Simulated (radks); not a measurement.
The numbers below are computed, except where a source is named.
Q: Code: a radial shooting solver on a logarithmic mesh with Libxc functionals. Model: Dirac Kohn-Sham, PBE, spin-unpolarised, spherical densities, point nucleus; open shells fill j = l - 1/2 first. Each species is in its NIST ground configuration. Rank Rh2+, Co2+, Ir2+ by mean radius of the outermost orbital (bohr), largest first.

A: Ir2+ 1.65, Rh2+ 1.45, Co2+ 1.02.
